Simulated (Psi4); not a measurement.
Input for Psi4:
```
memory 2 GB

molecule mol {
-1 2
  Si   -0.791140   -0.670838   -2.315408
  Si    0.193622   -0.183797   -0.155943
  Si    0.034253    2.141074   -0.102507
  Si   -1.536843   -0.714727    1.312691
  Si    2.132824   -0.602768    1.234816
  H    -2.026832   -0.369242   -3.106050
  H    -0.796237   -2.152810   -2.445599
  H     0.225423   -0.249259   -3.316710
  H     0.241947    2.782680    1.210145
  H    -1.267299    2.703445   -0.512547
  H     0.981789    2.870731   -0.966831
  H    -2.888617   -0.270305    0.921480
  H    -1.738404   -2.152507    1.576208
  H    -1.415905   -0.156389    2.673598
  H     2.232306   -2.083762    1.337257
  H     3.319628   -0.242541    0.413262
  H     2.674174   -0.245254    2.584681
}

set basis sto-3g
set reference uks

energy('mn15')
print_variables()
```

Question: What <S^2> does MN15/STO-3G in Psi4 give?

Answer: 0.752

Question: What total energy does MN15/STO-3G give?

Answer: -1433.4547 Eh

Question: Predict the number of basis functions from MN15/STO-3G.

Answer: 57

Question: What is the computed nuclear repulsion energy (MN15/STO-3G)?

Answer: 493.7246 Eh

A gas-phase anion may not be bound at this level; its values then depend on the basis.

These values belong to the state on which the SCF converged, which isn't shown to be the lowest.

Question: Roughly what does it cost on one core?

Answer: about 20 core-seconds (a rough figure).
